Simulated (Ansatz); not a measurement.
The cluster Mo₂O₄⁻. Total charge -1; quartet. Geometry r2SCAN-D4/def2-SVPD; atoms count from 1.

| atom | x (Å) | y (Å) | z (Å) |
| --- | --- | --- | --- |
| Mo1 | -0.2186 | -1.0493 | 0.3856 |
| Mo2 | 0.8820 | 1.4814 | -0.4127 |
| O3 | -0.0805 | 2.6408 | -1.2178 |
| O4 | 0.6906 | 0.4499 | 1.1735 |
| O5 | 0.6634 | -2.4167 | -0.1889 |
| O6 | -1.9370 | -1.1061 | 0.2603 |

In the def2 sets Mo takes a core potential; there is no spin–orbit coupling. The charge -1 quartet is spin-contaminated (final ⟨S²⟩ up to 3.94, 3.75 for a pure state). The structure comes from a short search, and lower isomers may exist.

(1) Estimate the Mulliken populations from the PBE0/def2-TZVPD orbitals of Ansatz.

(2) Where does the spin sit?

(3) And the Mayer bond orders between bonded heavy atoms (over 0.3)?

Results:

(1) 
| atom | charge (e) | spin (α − β) | d electrons |
| --- | --- | --- | --- |
| Mo1 | 1.72 | 0.50 | 3.74 |
| Mo2 | 0.95 | 2.81 | 4.08 |
| O3 | -0.85 | -0.14 | – |
| O4 | -0.91 | -0.10 | – |
| O5 | -0.96 | -0.03 | – |
| O6 | -0.95 | -0.04 | – |
Mulliken values and Mayer orders depend strongly on the basis. With diffuse functions, as here, like atoms can get unlike values, and bond orders can come out too low or too high.

(2) Summed by element: Mo 3.31, O -0.31, of 3 unpaired in all. Largest on single atoms: Mo2 2.81, Mo1 0.50, O3 -0.14.

(3) Mo1–Mo2 0.67 (2.87 Å); Mo1–O4 0.38 (1.92 Å); Mo1–O5 1.58 (1.73 Å); Mo1–O6 1.58 (1.72 Å); Mo2–O3 1.75 (1.71 Å); Mo2–O4 0.48 (1.90 Å).
